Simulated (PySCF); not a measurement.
## CaO₂: from structure and modes to constants

Level of theory: B3LYP/[Ca def2-TZVP, O def2-TZVP], no relativity, density fitting, PySCF.

The singlet minimum has C2v symmetry. Masses (u): Ca 39.96259, O 15.99492.

```xyz
3
charge 0 multiplicity 1, angstrom
Ca    0.0000    0.0000   -0.8137
O     0.7585    0.0000    1.0167
O    -0.7585    0.0000    1.0167
```

Harmonic wavenumbers (cm⁻¹): 519.1 (b2, ×1), 624.7 (a1, ×1), 814.2 (a1, ×1).

(1) Find the principal moments of inertia and the rotational constants. What kind of rotor is it?

(2) Give the standard entropy (298.15 K, 1 bar) by its translational, rotational, vibrational and spin parts, and Cp.

Results:

(1) About the centre of mass I = 18.407, 59.525, 77.932 u Å². With B = 16.8576/I this gives 0.9158, 0.2832, 0.2163 cm⁻¹. The molecule is an asymmetric top with κ = -0.81.

(2) Sackur–Tetrode with M = 71.95 u gives 162.2; rotation with symmetry number 2 gives 90.0; vibration 5.1; spin R ln 1 = 0.0. The total is 257.2 J/(mol K), and Cp = 4 R + 11.8 = 45.0 J/(mol K).

Only a few start shapes were tried, so a lower isomer may exist.
